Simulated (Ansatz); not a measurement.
Geometry optimisation of C$_{10}$H$_{11}$ClOZr (`[OH][Zr]12345678([Cl])([C@H]9[C@@H]1[C@@H]2[C@@H]3[C@H]94)[C@H]1[C@@H]5[C@@H]6[C@@H]7[C@H]18`).

```yaml
crystal:
  periodic: [false, false, false]
  atoms:
    - {symbol: O, position_ang: [-1.239550, -0.201790, -1.967770]}
    - {symbol: Zr, position_ang: [-0.395590, 0.274970, -0.355480]}
    - {symbol: Cl, position_ang: [-1.541290, 2.331810, -0.301380]}
    - {symbol: C, position_ang: [-1.829820, -1.613280, 0.431890]}
    - {symbol: C, position_ang: [-2.301960, -0.447020, 1.073070]}
    - {symbol: C, position_ang: [-1.292140, 0.007320, 1.957180]}
    - {symbol: C, position_ang: [-0.201390, -0.882130, 1.864730]}
    - {symbol: C, position_ang: [-0.523200, -1.873850, 0.905480]}
    - {symbol: C, position_ang: [2.037510, -0.291280, -0.183310]}
    - {symbol: C, position_ang: [1.898910, 1.004110, 0.369600]}
    - {symbol: C, position_ang: [1.509410, 1.879280, -0.668060]}
    - {symbol: C, position_ang: [1.388630, 1.125910, -1.857440]}
    - {symbol: C, position_ang: [1.712310, -0.219830, -1.557220]}
    - {symbol: H, position_ang: [-1.910790, 0.405600, -2.306380]}
    - {symbol: H, position_ang: [-2.401130, -2.247150, -0.236360]}
    - {symbol: H, position_ang: [-3.296610, -0.025660, 0.978950]}
    - {symbol: H, position_ang: [-1.398410, 0.817150, 2.671070]}
    - {symbol: H, position_ang: [0.663660, -0.891690, 2.518270]}
    - {symbol: H, position_ang: [0.058670, -2.762210, 0.688550]}
    - {symbol: H, position_ang: [2.459360, -1.153750, 0.319330]}
    - {symbol: H, position_ang: [2.194750, 1.305370, 1.368840]}
    - {symbol: H, position_ang: [1.417270, 2.956170, -0.590550]}
    - {symbol: H, position_ang: [1.179730, 1.524690, -2.844210]}
    - {symbol: H, position_ang: [1.811660, -1.022770, -2.278800]}
basis:
  gaussian: {orbitals: def2-TZVP}
hamiltonian: {xc: pbe0, dispersion: d4}
relax: {f_tol: 0.005, max_steps: 150}
```

```sh
$ ansatz run in.yaml --threads 11 --pin off --events-out ev --progress --plain --max-ram 166912MiB --backend cuda --devices 0, --max-vram 75GiB
```

Output, abridged:

```
Functional definition: PBE0
mean field -26390.25281822 eV, -969.8239031136 hartree, gradient 1.7e-5 eV, S^2 0.000000; 0 other end points of the search recorded, 0 dependent functions left out
relax step   1: F+E_penalty+E_count = -26391.01242393 eV  Δ(F+E_penalty+E_count) = +0.000e0 eV  max|allowed force component| = 2.278e0 eV/Å  Δτ_max = 0.0000 Å  (35 SCF iters, accepted)
mean field -26390.51888085 eV, -969.8336807352 hartree, gradient 1.1e-5 eV, S^2 0.000000; 0 other end points of the search recorded, 0 dependent functions left out
relax step   2: F+E_penalty+E_count = -26391.24728715 eV  Δ(F+E_penalty+E_count) = -2.349e-1 eV  max|allowed force component| = 1.017e0 eV/Å  Δτ_max = 0.1940 Å  (40 SCF iters, accepted)
mean field -26390.74344939 eV, -969.8419334767 hartree, gradient 1.3e-5 eV, S^2 0.000000; 0 other end points of the search recorded, 0 dependent functions left out
relax step   3: F+E_penalty+E_count = -26391.48939509 eV  Δ(F+E_penalty+E_count) = -2.421e-1 eV  max|allowed force component| = 1.303e0 eV/Å  Δτ_max = 0.1920 Å  (35 SCF iters, accepted)
mean field -26390.80880381 eV, -969.8443352074 hartree, gradient 1.2e-5 eV, S^2 0.000000; 0 other end points of the search recorded, 0 dependent functions left out
relax step   4: F+E_penalty+E_count = -26391.55643575 eV  Δ(F+E_penalty+E_count) = -6.704e-2 eV  max|allowed force component| = 1.234e0 eV/Å  Δτ_max = 0.2000 Å  (40 SCF iters, accepted)
mean field -26390.80041936 eV, -969.8440270846 hartree, gradient 9.9e-6 eV, S^2 0.000000; 0 other end points of the search recorded, 0 dependent functions left out
relax step   5: F+E_penalty+E_count = -26391.54746839 eV  Δ(F+E_penalty+E_count) = +8.967e-3 eV  max|allowed force component| = 9.608e-1 eV/Å  Δτ_max = 0.1268 Å  (35 SCF iters, rejected (line search))
mean field -26390.83407219 eV, -969.8452638031 hartree, gradient 1.1e-5 eV, S^2 0.000000; 0 other end points of the search recorded, 0 dependent functions left out
relax step   6: F+E_penalty+E_count = -26391.58183200 eV  Δ(F+E_penalty+E_count) = -2.540e-2 eV  max|allowed force component| = 6.787e-1 eV/Å  Δτ_max = 0.0618 Å  (36 SCF iters, accepted)
mean field -26390.85412665 eV, -969.8460007910 hartree, gradient 1.6e-5 eV, S^2 0.000000; 0 other end points of the search recorded, 0 dependent functions left out
relax step   7: F+E_penalty+E_count = -26391.60162303 eV  Δ(F+E_penalty+E_count) = -1.979e-2 eV  max|allowed force component| = 1.931e-1 eV/Å  Δτ_max = 0.0999 Å  (35 SCF iters, accepted)
mean field -26390.86148917 eV, -969.8462713586 hartree, gradient 1.2e-5 eV, S^2 0.000000; 0 other end points of the search recorded, 0 dependent functions left out
relax step   8: F+E_penalty+E_count = -26391.60961995 eV  Δ(F+E_penalty+E_count) = -7.997e-3 eV  max|allowed force component| = 5.642e-1 eV/Å  Δτ_max = 0.1462 Å  (34 SCF iters, accepted)
mean field -26390.86538350 eV, -969.8464144727 hartree, gradient 1.3e-5 eV, S^2 0.000000; 0 other end points of the search recorded, 0 dependent functions left out
relax step   9: F+E_penalty+E_count = -26391.61356556 eV  Δ(F+E_penalty+E_count) = -3.946e-3 eV  max|allowed force component| = 2.086e-1 eV/Å  Δτ_max = 0.0706 Å  (35 SCF iters, accepted)
mean field -26390.85710969 eV, -969.8461104156 hartree, gradient 1.2e-5 eV, S^2 0.000000; 0 other end points of the search recorded, 0 dependent functions left out
relax step  10: F+E_penalty+E_count = -26391.60591930 eV  Δ(F+E_penalty+E_count) = +7.646e-3 eV  max|allowed force component| = 4.323e-1 eV/Å  Δτ_max = 0.0409 Å  (35 SCF iters, rejected (line search))
mean field -26390.86777678 eV, -969.8465024242 hartree, gradient 1.1e-5 eV, S^2 0.000000; 0 other end points of the search recorded, 0 dependent functions left out
relax step  11: F+E_penalty+E_count = -26391.61597600 eV  Δ(F+E_penalty+E_count) = -2.410e-3 eV  max|allowed force component| = 4.950e-2 eV/Å  Δτ_max = 0.0204 Å  (36 SCF iters, accepted)
mean field -26390.86770560 eV, -969.8464998083 hartree, gradient 1.1e-5 eV, S^2 0.000000; 0 other end points of the search recorded, 0 dependent functions left out
relax step  12: F+E_penalty+E_count = -26391.61619920 eV  Δ(F+E_penalty+E_count) = -2.232e-4 eV  max|allowed force component| = 1.100e-2 eV/Å  Δτ_max = 0.0072 Å  (37 SCF iters, accepted)
mean field -26390.86773819 eV, -969.8465010057 hartree, gradient 1.1e-5 eV, S^2 0.000000; 0 other end points of the search recorded, 0 dependent functions left out
relax step  13: F+E_penalty+E_count = -26391.61623525 eV  Δ(F+E_penalty+E_count) = -3.605e-5 eV  max|allowed force component| = 9.059e-3 eV/Å  Δτ_max = 0.0026 Å  (36 SCF iters, accepted)
mean field -26390.86785520 eV, -969.8465053060 hartree, gradient 1.1e-5 eV, S^2 0.000000; 0 other end points of the search recorded, 0 dependent functions left out
relax step  14: F+E_penalty+E_count = -26391.61626419 eV  Δ(F+E_penalty+E_count) = -2.894e-5 eV  max|allowed force component| = 3.809e-3 eV/Å  Δτ_max = 0.0078 Å  (36 SCF iters, accepted)
mean field -26390.86793466 eV, -969.8465082259 hartree, gradient 1.1e-5 eV, S^2 0.000000; 0 other end points of the search recorded, 0 dependent functions left out
relax step  15: F+E_penalty+E_count = -26391.61631909 eV  Δ(F+E_penalty+E_count) = -5.490e-5 eV  max|allowed force component| = 6.217e-3 eV/Å  Δτ_max = 0.0211 Å  (36 SCF iters, accepted)
mean field -26390.86799252 eV, -969.8465103523 hartree, gradient 1.1e-5 eV, S^2 0.000000; 0 other end points of the search recorded, 0 dependent functions left out
relax step  16: F+E_penalty+E_count = -26391.61636738 eV  Δ(F+E_penalty+E_count) = -4.829e-5 eV  max|allowed force component| = 9.255e-3 eV/Å  Δτ_max = 0.0225 Å  (35 SCF iters, accepted)
mean field -26390.86795812 eV, -969.8465090881 hartree, gradient 1.1e-5 eV, S^2 0.000000; 0 other end points of the search recorded, 0 dependent functions left out
relax step  17: F+E_penalty+E_count = -26391.61640288 eV  Δ(F+E_penalty+E_count) = -3.550e-5 eV  max|allowed force component| = 1.017e-2 eV/Å  Δτ_max = 0.0214 Å  (34 SCF iters, accepted)
mean field -26390.86800397 eV, -969.8465107729 hartree, gradient 1.1e-5 eV, S^2 0.000000; 0 other end points of the search recorded, 0 dependent functions left out
relax step  18: F+E_penalty+E_count = -26391.61643190 eV  Δ(F+E_penalty+E_count) = -2.902e-5 eV  max|allowed force component| = 7.074e-3 eV/Å  Δτ_max = 0.0093 Å  (36 SCF iters, accepted)
mean field -26390.86800657 eV, -969.8465108688 hartree, gradient 1.1e-5 eV, S^2 0.000000; 0 other end points of the search recorded, 0 dependent functions left out
relax step  19: F+E_penalty+E_count = -26391.61643649 eV  Δ(F+E_penalty+E_count) = -4.597e-6 eV  max|allowed force component| = 7.066e-3 eV/Å  Δτ_max = 0.0040 Å  (36 SCF iters, accepted)
mean field -26390.86803841 eV, -969.8465120388 hartree, gradient 1.1e-5 eV, S^2 0.000000; 0 other end points of the search recorded, 0 dependent functions left out
relax step  20: F+E_penalty+E_count = -26391.61643689 eV  Δ(F+E_penalty+E_count) = -3.952e-7 eV  max|allowed force component| = 1.186e-2 eV/Å  Δτ_max = 0.0050 Å  (36 SCF iters, accepted)
mean field -26390.86797522 eV, -969.8465097164 hartree, gradient 1.1e-5 eV, S^2 0.000000; 0 other end points of the search recorded, 0 dependent functions left out
relax step  21: F+E_penalty+E_count = -26391.61644822 eV  Δ(F+E_penalty+E_count) = -1.133e-5 eV  max|allowed force component| = 4.094e-3 eV/Å  Δτ_max = 0.0035 Å  (36 SCF iters, accepted)
mean field -26390.86797522 eV, -969.8465097164 hartree, gradient 1.1e-5 eV, S^2 0.000000; 1 other end points of the search recorded, 0 dependent functions left out
Total energy: -26391.61650255 eV, -969.8740175884 hartree
Atom 0 at    -1.149794    -0.154793    -2.056944 Å, force     0.001928     0.000712    -0.000211 eV/Å
Atom 1 at    -0.370786     0.359440    -0.316302 Å, force     0.001517    -0.001701    -0.000145 eV/Å
Atom 2 at    -1.396292     2.545832     0.012221 Å, force    -0.001990     0.002005     0.000149 eV/Å
Atom 3 at    -1.832409    -1.590214     0.424791 Å, force    -0.000612     0.000396     0.000744 eV/Å
Atom 4 at    -2.348395    -0.452043     1.066171 Å, force    -0.001471    -0.000324    -0.001225 eV/Å
Atom 5 at    -1.377133     0.006553     1.987966 Å, force    -0.000400    -0.001452     0.000450 eV/Å
Atom 6 at    -0.261721    -0.840119     1.902538 Å, force     0.004094     0.000867     0.000604 eV/Å
Atom 7 at    -0.531112    -1.821176     0.915374 Å, force    -0.001223    -0.000104     0.000530 eV/Å
Atom 8 at     2.051862    -0.318775    -0.251135 Å, force    -0.002602    -0.001038     0.001996 eV/Å
Atom 9 at     1.987577     0.959823     0.352663 Å, force     0.003989    -0.000363    -0.001354 eV/Å
Atom 10 at     1.637149     1.890323    -0.645434 Å, force    -0.003131    -0.000830     0.000483 eV/Å
Atom 11 at     1.467332     1.192099    -1.856092 Å, force     0.001003     0.002267    -0.002657 eV/Å
Atom 12 at     1.730485    -0.172090    -1.614553 Å, force     0.001376     0.000757     0.001476 eV/Å
Atom 13 at    -2.040145    -0.484439    -2.177799 Å, force    -0.002053    -0.000419    -0.000580 eV/Å
Atom 14 at    -2.324651    -2.171834    -0.340105 Å, force    -0.000128     0.000071    -0.000711 eV/Å
Atom 15 at    -3.304444     0.012799     0.878609 Å, force    -0.000598     0.000560    -0.000754 eV/Å
Atom 16 at    -1.469952     0.879225     2.615779 Å, force     0.000105    -0.000531     0.000579 eV/Å
Atom 17 at     0.646663    -0.755097     2.479636 Å, force    -0.000251     0.000147     0.000174 eV/Å
Atom 18 at     0.125337    -2.624691     0.616562 Å, force     0.000211    -0.000138     0.000818 eV/Å
Atom 19 at     2.314781    -1.241435     0.243712 Å, force    -0.000598    -0.000618     0.000457 eV/Å
Atom 20 at     2.178076     1.186390     1.391480 Å, force     0.001829    -0.000303     0.000046 eV/Å
Atom 21 at     1.475885     2.946027    -0.496043 Å, force    -0.000958    -0.000037     0.000062 eV/Å
Atom 22 at     1.141195     1.615905    -2.793513 Å, force     0.000145     0.000371    -0.000865 eV/Å
Atom 23 at     1.650483    -0.967740    -2.339584 Å, force    -0.000182    -0.000296    -0.000066 eV/Å
Dipole moment:     0.217183    -0.678832     0.219563 e Å
```

Hardware: 11 threads of an AMD EPYC 7R13 on a shared host and a whole NVIDIA H100 80 GB. Wall time 36 s, peak host memory 1.4 GiB.
